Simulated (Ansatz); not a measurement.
Compare A (`C[Si](F)(F)CO`) with its isomer B (`C[SiH2]C(O)(F)F`).

Gas-phase electronic energies from Ansatz, PBE0-D4/def2-TZVP geometries. CCSD(T)/CBS is the MP2 limit (def2-TZVPP, def2-QZVPP) plus CCSD(T) − MP2 in def2-TZVPP, frozen cores. Functionals use def2-TZVPP. B3LYP here is the variant with VWN-RPA as its local correlation; programs differ in this. Each species was taken in one conformer, which may not be the lowest.

**Question.** Which is lower in electronic energy at CCSD(T)/CBS, and by how much? (An estimate is asked.)

**Answer.** Computed: A, by 90.8 kcal/mol.

**Question.** Give E(B) − E(A) in kcal/mol with CCSD/def2-TZVPP, PBE-D4, B2PLYP, PBE0-D4, B3LYP-D4, B3LYP, CCSD(T)/def2-TZVPP. (An estimate is asked.)

**Answer.** Computed: CCSD/def2-TZVPP 89.5, PBE-D4 81.8, B2PLYP 89.0, PBE0-D4 84.6, B3LYP-D4 87.1, B3LYP 86.8, CCSD(T)/def2-TZVPP 88.5. None reverses the order clearly.

Largest T1 diagnostic: 0.012.

From PBE to PBE0 (25 % exact exchange), in def2-TZVPP and without D4, E(B) − E(A) moves by +2.8 kcal/mol.
